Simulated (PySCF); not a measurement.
Gas-phase reaction: GeHF₃ + GeH₃Cl + 3 HCl → 2 GeH₂Cl₂ + 3 HF

Energies from PySCF, thermal terms from the rigid-rotor harmonic-oscillator model, ideal gas at 1 bar. † marks an energy on the PBE0/def2-TZVP geometry and frequencies; other levels use their own. MP2 freezes the core. All species are closed-shell singlets. Ge: all electrons, no relativistic terms. GeHF₃: computed as isolated molecules; such fragments, hydroxides, amides, oligomers or adducts are transient or little studied in the gas. MP2 isn't extrapolated to the basis-set limit.

PBE/def2-TZVP† gives ΔH°(298 K) = 2 kJ.

Question: What do MP2/def2-TZVPP†, M06-2X/def2-TZVP†, PBE/def2-SVP give?

Answer: MP2/def2-TZVPP†: -13 kJ; M06-2X/def2-TZVP†: 12 kJ; PBE/def2-SVP: 42 kJ. For scale, ΔH°(298 K) is 2 kJ at this level, 6 kJ at ωB97M-V/def2-TZVP†, and runs from -13 to 96 kJ over the 20 levels computed.
